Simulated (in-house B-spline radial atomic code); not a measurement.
A calculation on Ag2+: its settings, and results tabulated from the run. Computed with a B-spline radial code for spherical atoms: non-relativistic PBE, spin-polarised, spherical fractional occupations, point nucleus, inside a hard spherical wall at 3.42 bohr.

Command:
```bash
python run_scf.py task.json out
```
Settings:
```
Z                47
configuration    [Ar] 3d10 4s2 4p5 4d10
hamiltonian      nr
method           pbe,pbe
spin_polarised   True
wall_radius      3.42
```

Output (hartree, bohr):
```
 radial grid: 43 intervals, B-splines of order 8, outer radius 3.42 bohr

 iter        energy (Eh)    residual
    1       -5191.136883    5.78e-01
    2       -5191.670571    3.44e-01
    3       -5196.527716    1.92e-02
    4       -5196.540373    8.02e-03
    5       -5196.541135    2.47e-03
    6       -5196.541176    7.48e-04
    7       -5196.541190    2.40e-04
    8       -5196.541192    1.48e-05
    9       -5196.541192    4.94e-07
   10       -5196.541192    5.78e-08

 total energy                     -5196.54119
 kinetic                            5195.4107
 electron-nucleus                 -12341.9531
 Hartree                            2095.1560
 exchange-correlation               -145.1548

 orbital      occ     eigenvalue          <r>       <r^2>       <1/r>       r_max
 1s up      1.000      -902.2744    0.0323905  0.00140356     46.4785     0.02144
 1s down    1.000      -902.2661    0.0323903  0.00140354     46.4787     0.02144
 2s up      1.000      -130.8023     0.140497   0.0231906     10.5717      0.1191
 2s down    1.000      -130.7969     0.140495   0.0231898     10.5717      0.1191
 2p up      3.000      -121.7807     0.120016   0.0175285     10.5749     0.09338
 2p down    3.000      -121.7723     0.120017   0.0175286     10.5747     0.09338
 3s up      1.000       -24.5399     0.381212    0.166011     3.76222      0.3445
 3s down    1.000       -24.5314     0.381173    0.165961     3.76217      0.3446
 3p up      3.000       -20.9031     0.373149    0.161492     3.67939      0.3311
 3p down    3.000       -20.8932     0.373104    0.161434     3.67943      0.3312
 3d up      5.000       -14.1780     0.345587    0.142118     3.52633      0.2742
 3d down    5.000       -14.1678       0.3455     0.14202     3.52677      0.2742
 4s up      1.000        -4.0359     0.938473    0.997253     1.45781      0.8477
 4s down    1.000        -3.9946         0.94     1.00091     1.45569       0.848
 4p up      3.000        -2.8879      1.00537     1.15582     1.34399      0.8859
 4p down    2.000        -2.8492      1.00815     1.16283     1.34054      0.8867
 4d up      5.000        -1.0443      1.24331      1.8031     1.05905       1.012
 4d down    5.000        -1.0152      1.25216     1.82912     1.05144       1.017
```

Cost of the run: 0.1 s on 1 thread of Arm Neoverse V1, on a shared host.
